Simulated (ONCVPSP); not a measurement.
Logarithmic derivatives: Co (Z = 27), ONCV

- Element: cobalt
- Generator: ONCVPSP 4.0.1
- Type: optimised norm-conserving Vanderbilt (ONCV)
- Functional: PBE
- Relativity: fully relativistic
- Frozen core: [Ar]
- Valence charge: 9
- Reference configuration: 3d7 4s2
- Partial waves: 4s: rc 2.50 bohr, ncon 4, nbas 9, qcut 2.8 1/bohr, 2 projectors, debl 3.5 Ha; p scattering state at 0.31 Ha: rc 2.10 bohr, ncon 3, nbas 7, qcut 4 1/bohr, 2 projectors, debl 1.6 Ha; 3d: rc 1.25 bohr, ncon 5, nbas 9, qcut 15 1/bohr, 2 projectors, debl 1.2 Ha
- Local potential: polynomial inside 1.15 bohr (lpopt 5, dvloc0 6 Ha)
- Core correction: none

Open shells are filled in proportion to 2j + 1.

The phase is arctan(r·R′/R) of the radial function R(r), unwrapped; energies in Ha, scanned from -2 to 5 Ha. A pole is an energy at which the radial function vanishes at the test radius. The pseudo phase is shifted by a multiple of π to meet the all-electron one at the reference energy, and phase errors are pseudo minus all-electron; the curves can meet again beyond the range given. Levels narrower than the energy grid can be missing from the lists of poles.

```csv
channel,radius (bohr),reference energy (Ha),"poles, all-electron","poles, pseudo",unbroken range about the reference energy with phases within 0.05 rad,phase error 1 Ha above the reference energy (rad)
s,2.53,-0.20,0.74,0.72,below 1.8,-0.007
p3/2,2.13,0.31,2.31,"2.30, 4.92",below 3.4,-0.000
p1/2,2.13,0.31,2.26,"2.26, 4.79",below 3.3,-0.001
d5/2,1.27,-0.30,0.81,0.81,the whole range,-0.000
d3/2,1.27,-0.31,0.80,0.80,the whole range,+0.000
```

Note: no bound ghost flagged; GHOST(+) flagged for s at 93.8 eV.

Phases in the p1/2 channel:

| E (Ha) | all-electron | pseudo |
| --- | --- | --- |
| -1.98 | 1.283 | 1.251 |
| -1.80 | 1.253 | 1.230 |
| -1.62 | 1.222 | 1.204 |
| -1.44 | 1.187 | 1.173 |
| -1.26 | 1.145 | 1.134 |
| -1.08 | 1.093 | 1.084 |
| -0.90 | 1.026 | 1.018 |
| -0.72 | 0.934 | 0.928 |
| -0.54 | 0.804 | 0.799 |
| -0.36 | 0.610 | 0.607 |
| -0.18 | 0.320 | 0.319 |
| 0.00 | -0.071 | -0.071 |
| 0.18 | -0.478 | -0.479 |
| 0.36 | -0.797 | -0.799 |
| 0.54 | -1.013 | -1.015 |
| 0.72 | -1.158 | -1.160 |
| 0.90 | -1.259 | -1.261 |
| 1.08 | -1.333 | -1.334 |
| 1.26 | -1.390 | -1.390 |
| 1.44 | -1.435 | -1.435 |
| 1.62 | -1.472 | -1.472 |
| 1.80 | -1.504 | -1.504 |
| 1.98 | -1.532 | -1.532 |
| 2.16 | -1.557 | -1.557 |
| 2.34 | -1.581 | -1.582 |
| 2.52 | -1.604 | -1.606 |
| 2.70 | -1.627 | -1.632 |
| 2.88 | -1.650 | -1.661 |
| 3.06 | -1.675 | -1.695 |
| 3.24 | -1.702 | -1.741 |
| 3.42 | -1.734 | -1.812 |
| 3.60 | -1.771 | -1.955 |
| 3.78 | -1.817 | -2.420 |
| 3.96 | -1.878 | -3.878 |
| 4.14 | -1.964 | -4.409 |
| 4.32 | -2.097 | -4.564 |
| 4.50 | -2.321 | -4.640 |
| 4.68 | -2.720 | -4.688 |
| 4.86 | -3.309 | -4.725 |
